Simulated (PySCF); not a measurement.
C3H9NSi, SMILES NC/C=C/[SiH3].

The structure is a stationary point at B3LYP-D3(BJ)/def2-SVP. The structure was generated by enumeration; whether it is a known compound was not checked. One conformer was computed; it need not be the lowest.

Computed with PySCF with PBE/def2-TZVP.

The molecule is in vacuum.

Computed frontier levels, gap, dipole moment and polarisability:
- highest occupied level: -5.63 eV
- lowest empty level: -1.42 eV
- orbital gap: 4.21 eV
- dipole moment: 0.55 D
- quadrupole, principal values (traceless, Buckingham form, about the centre of nuclear charge): -10.18, 2.85, 7.33 D·Å
- mean static polarisability: 78.9 bohr³ (11.70 Å³)
- polarisability, principal values: 61.4, 67.3, 108.1 bohr³
